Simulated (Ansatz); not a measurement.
Consider the hydrogenolysis of a C–F bond: `FC(F)[SiH3]` + H₂ → `FC[SiH3]` + H–F.

Isolated molecules relaxed with PBE0-D4/def2-TZVP in Ansatz; ΔE leaves out vibrations. CCSD(T)/CBS is the MP2 limit (def2-TZVPP, def2-QZVPP) plus CCSD(T) − MP2 in def2-TZVPP, frozen cores. This one scheme is used for every species. DFT in def2-TZVPP. B3LYP here is the variant with VWN-RPA as its local correlation; programs differ in this.

`FC(F)[SiH3]`:

Cartesian coordinates in Å:
```
F 1.586 0.955 0.460
C 0.549 0.124 0.777
F -0.188 0.744 1.746
Si -0.537 -0.198 -0.773
H 0.982 -0.778 1.227
H 0.308 -0.860 -1.797
H -1.047 1.103 -1.264
H -1.653 -1.092 -0.376
```

H₂:

Cartesian coordinates in Å:
```
H 0.250 0.116 0.251
H -0.250 -0.116 -0.251
```

`FC[SiH3]`:

```xyz
8

F     0.046   -1.696   -0.931
C    -0.584   -0.503   -0.594
Si    0.514    0.519    0.566
H    -1.542   -0.744   -0.121
H    -0.798    0.043   -1.519
H    -0.212    1.777    0.888
H     1.798    0.842   -0.104
H     0.777   -0.239    1.815
```

H–F:

Cartesian coordinates in Å:
```
F 0.310 -0.057 -0.335
H -0.310 0.057 0.335
```

CCSD(T)/CBS gives -20.4 kcal/mol.

**Question.** Another level gave -18.7 kcal/mol. Which?
A. BLYP-D4/def2-TZVPP
B. B2PLYP/def2-TZVPP
C. SCS-MP2/def2-TZVPP
D. B3LYP-D4/def2-TZVPP

**Answer.** B. B2PLYP -18.7, B3LYP-D4 -17.4, SCS-MP2/def2-TZVPP -19.9, BLYP-D4 -15.7 kcal/mol.

Largest T1 diagnostic among the species: 0.012.

From BLYP to BHLYP (50 % exact exchange), in def2-TZVPP and without D4, ΔE moves by −2.8 kcal/mol. Leaving LDA and LC-ωPBE aside and taking each functional with its dispersion term where it has one, the values, not all of them listed here, spread over 4.4 kcal/mol, from PBE-QIDH to BLYP-D4. LDA lies +1.2 kcal/mol from PBE without D4. At CCSD(T), def2-SVP lies +4.9 kcal/mol from the extrapolated value and def2-TZVPP +0.9 kcal/mol.
